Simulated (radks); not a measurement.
The numbers below are computed, except where a source is named.
Q: Species: Se2+. Configuration: [Ar] 3d9 4s2 4p2 4d1 (not the ground configuration). Code: a radial shooting solver on a logarithmic mesh with Libxc functionals. Model: Dirac Kohn-Sham, BP86, spin-unpolarised, spherical densities, finite nucleus; open shells fill j = l - 1/2 first; Fermi nuclear charge, rms radius 4.14 fm. Some entries of the table are withheld. Estimate them.

orbital,occ.,eigenvalue (eV),<r> (bohr)
1s1/2,2,-12546.24,0.04408
2s1/2,2,-1649.922,0.1956
2p1/2,2,-1484.519,0.1685
2p3/2,4,-1442.745,0.1723
3s1/2,2,-252.7617,0.5691
3p1/2,2,-196.0955,0.5753
3p3/2,4,-190.0680,0.5854
3d3/2,4,(1),0.6041
3d5/2,5,(2),0.6079
4s1/2,2,-43.3176,1.606
4p1/2,2,(3),(4)
4p3/2,0,(5),(6)
4d3/2,1,-13.1036,2.776
4d5/2,0,-13.0543,2.786

A: 
(1) 3d3/2 eigenvalue (eV): -92.3873
(2) 3d5/2 eigenvalue (eV): -91.4370
(3) 4p1/2 eigenvalue (eV): -30.4371
(4) 4p1/2 <r> (bohr): 1.834
(5) 4p3/2 eigenvalue (eV): -29.8103
(6) 4p3/2 <r> (bohr): 1.861
